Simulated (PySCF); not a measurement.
[WSF4]- (charge -1 and doublet state).
Bonds: W1–S2, W1–F3, W1–F4, W1–F5, W1–F6.

Computed by this run: PBE0-D3(BJ)/def2-SVP geometry optimisation, gas phase, def2 core potentials past Kr in PySCF 2.14.0; unrestricted, density fitting, grid level 1; the optimiser is geomeTRIC in internal coordinates, started from a GFN2-xTB structure.

The end geometry, which sets the zero of energy:
```
atom  x, y, z in Å
W1      0.0003    0.0000    0.0722
S2      0.0053   -0.0058    2.2218
F3      1.8033    0.0031   -0.5781
F4     -0.0032    1.8064   -0.5686
F5     -1.8060   -0.0005   -0.5695
F6      0.0003   -1.8032   -0.5778
```

Problem. These geometries come from the run, each turned onto the end geometry. Order them by energy, lowest first.
A.
```
atom  x, y, z in Å
W1     -0.0019   -0.0021    0.0828
S2      0.0136    0.0023    2.2368
F3      1.8007    0.0004   -0.5787
F4     -0.0059    1.8042   -0.5689
F5     -1.8042   -0.0030   -0.5820
F6     -0.0023   -1.8017   -0.5899
```
B.
```
atom  x, y, z in Å
W1     -0.0068   -0.0070    0.0796
S2      0.0232    0.0120    2.1989
F3      1.7608   -0.0002   -0.5618
F4     -0.0061    1.7640   -0.5521
F5     -1.7686   -0.0034   -0.5787
F6     -0.0025   -1.7655   -0.5860
```
C.
```
atom  x, y, z in Å
W1      0.0003   -0.0005    0.1111
S2      0.0046   -0.0047    2.3046
F3      1.8317    0.0025   -0.6099
F4     -0.0034    1.8363   -0.5975
F5     -1.8341   -0.0005   -0.5997
F6      0.0008   -1.8332   -0.6087
```

Solution. A (0.003 eV), B (0.108 eV), C (0.196 eV).

In the order of the answer:

```json
{"step": "2", "E above end (eV)": "0.003", "largest force (eV/Å)": "0.23", "rms force component (eV/Å)": "0.089", "rms distance from end (Å)": "0.012", "rms bond change (Å)": "0.004", "bond most changed (Å)": "W1–F6 +0.004"}
{"step": "1", "E above end (eV)": "0.108", "largest force (eV/Å)": "1.22", "rms force component (eV/Å)": "0.637", "rms distance from end (Å)": "0.038", "rms bond change (Å)": "0.035", "bond most changed (Å)": "W1–F6 -0.037"}
{"step": "0", "E above end (eV)": "0.196", "largest force (eV/Å)": "1.42", "rms force component (eV/Å)": "0.796", "rms distance from end (Å)": "0.051", "rms bond change (Å)": "0.050", "bond most changed (Å)": "W1–F6 +0.052"}
```

The cost below is that of the whole optimisation. The run took 82 s on one thread, x86-64 server, on a shared host.

Neither the SCF state along the optimisation nor the shape of the open-shell metal species was proved the lowest: other solutions of the same spin, or a structure of lower symmetry, can lie below.
